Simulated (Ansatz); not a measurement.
`[CH3][Ga]([Cl])[Cl]` + H₂S → `[SH][Ga]([Cl])[Cl]` + CH₄  (ligand exchange at a Ga–C bond)

Computed with Ansatz on PBE0-D4/def2-TZVP structures; ΔE is electronic, products minus reactants. CBS: MP2 limit from def2 TZ/QZ plus the TZ coupled-cluster correction, frozen cores. This one scheme is used for every species. Functionals use def2-TZVPP. B3LYP here is the variant with VWN-RPA as its local correlation; programs differ in this. HSE06 is defined as in plane-wave codes. For Ga outer-core shells are correlated without core-valence functions, which leaves a few kJ/mol of doubt a bond. Scalar relativity is left out up to krypton. One conformer a species, not always the lowest.

| level | ΔE (kJ/mol) | difference from CCSD(T)/CBS |
| --- | --- | --- |
| revPBE-D4 | -91.3 | -4.0 |
| r2SCAN-D4 | -94.3 | -7.0 |
| B97M-V | -96.5 | -9.2 |
| B3LYP-D4 | -92.0 | -4.7 |
| PBE-QIDH | -92.8 | -5.5 |
| BLYP | -88.3 | -1.0 |
| r2SCAN0 | -94.2 | -6.9 |
| HSE06 | -91.2 | -3.9 |
| CAM-B3LYP | -87.2 | 0.1 |
| RPA@PBE/def2-TZVPP | -85.1 | 2.2 |
| MP2/def2-SVP | -98.7 | -11.4 |
| CCSD/def2-SVP | -95.8 | -8.5 |
| CCSD(T)/def2-SVP | -96.8 | -9.5 |
| MP2/def2-TZVPP | -91.6 | -4.3 |
| CCSD(T)/def2-TZVPP | -88.7 | -1.4 |
| MP2/def2-QZVPP | -90.3 | -3.0 |
| CCSD(T)/CBS | -87.3 | 0 |

Largest T1 diagnostic among the species: 0.011.

From BLYP to BHLYP (50 % exact exchange), in def2-TZVPP and without D4, ΔE moves by −3.8 kJ/mol. At CCSD(T), def2-SVP lies −9.5 kJ/mol from the extrapolated value and def2-TZVPP −1.4 kJ/mol. In def2-TZVPP, CCSD(T) changes the Hartree–Fock value by +7.2 kJ/mol (the triples alone add −1.0 kJ/mol) and MP2 by +4.3 kJ/mol.
